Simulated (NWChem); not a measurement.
Species: CH$_{3}$N$_{2}$S anion

```xyz
7

N      1.1599    -1.1729     0.0109
C      0.1122    -0.4081     0.0151
N     -1.1342    -1.0611     0.0439
S      0.0378     1.3541     0.0037
H      1.9918    -0.5872     0.0256
H     -1.0885    -2.0181    -0.2908
H     -1.8940    -0.5099    -0.3314
```
Atoms are numbered in this order, from 1.

Program: NWChem. Pople sets run with spherical d functions. Sets without diffuse functions describe the anion's extra electron poorly. Structure relaxed at the B3LYP/def2-SVPD level. The highest occupied level is positive in some or all of these runs, so the extra electron may be held by the finite basis. Atomic charges in e: unrestrained fits to the electrostatic potential beside Mulliken populations; buried atoms are poorly determined by the fit.

For level Hartree-Fock/6-31G*:

- ESP N1: -1.00
- Mulliken N1: -0.83
- ESP C2: 0.91
- Mulliken C2: 0.39
- ESP N3: -0.94
- Mulliken N3: -0.89
- ESP S4: -0.95

Question: What are these values for level B3LYP/def2-SVP?

Answer: 
| Property | Result |
|---|---|
| ESP N1 | -0.88 |
| Mulliken N1 | -0.28 |
| ESP C2 | 0.70 |
| Mulliken C2 | -0.10 |
| ESP N3 | -0.77 |
| Mulliken N3 | -0.12 |
| ESP S4 | -0.84 |
